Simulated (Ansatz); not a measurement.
Consider the formal hydrolysis of a W–F bond: `[NH]=[W](=[NH])([F])[Cl]` + H₂O → `[NH]=[W](=[NH])([OH])[Cl]` + H–F.

Program: Ansatz. Geometries: PBE0-D4/def2-TZVP. ΔE: electronic, gas phase. CCSD(T)/CBS is the MP2 limit (def2-TZVPP, def2-QZVPP) plus CCSD(T) − MP2 in def2-TZVPP, frozen cores. This one scheme is used for every species. DFT in def2-TZVPP. B3LYP here is the variant with VWN-RPA as its local correlation; programs differ in this. Elements past krypton have def2 core potentials. For W outer-core shells are correlated without core-valence functions, which leaves a few kJ/mol of doubt a bond. Each species was taken in one conformer, which may not be the lowest.

Task: Is it downhill or uphill in electronic energy at CCSD(T)/CBS, and by how much? (Estimate.)

Result: Computed: Uphill: ΔE = +21.7 kJ/mol.

Task: What do these levels give: r2SCANh-D4, CAM-B3LYP-D4, PBE0, B3LYP, CCSD/def2-SVP, CCSD/CBS(def2)? (Estimate.)

Result: Ansatz gave: r2SCANh-D4 28.3, CAM-B3LYP-D4 28.4, PBE0 27.0, B3LYP 31.0, CCSD/def2-SVP 27.6, CCSD/CBS(def2) 23.1 kJ/mol.

Task: What do rigid-rotor, harmonic-oscillator terms from PBE0-D4/def2-TZVP frequencies (298.15 K, 1 bar) make of the CCSD(T)/CBS value? (An estimate is asked.)

Result: Ansatz gave: ΔZPE = -2.3 kJ/mol, ΔH = +19.6 kJ/mol, ΔS = -8 J/(mol·K), ΔG = +22.0 kJ/mol.

Largest T1 diagnostic among the species: 0.020.

At CCSD(T), def2-SVP lies +4.7 kJ/mol from the extrapolated value and def2-TZVPP −0.9 kJ/mol. In def2-TZVPP, CCSD(T) changes the Hartree–Fock value by −9.2 kJ/mol (the triples alone add −1.4 kJ/mol) and MP2 by −12.2 kJ/mol. From BLYP to BHLYP (50 % exact exchange), in def2-TZVPP and without D4, ΔE moves by −4.6 kJ/mol.
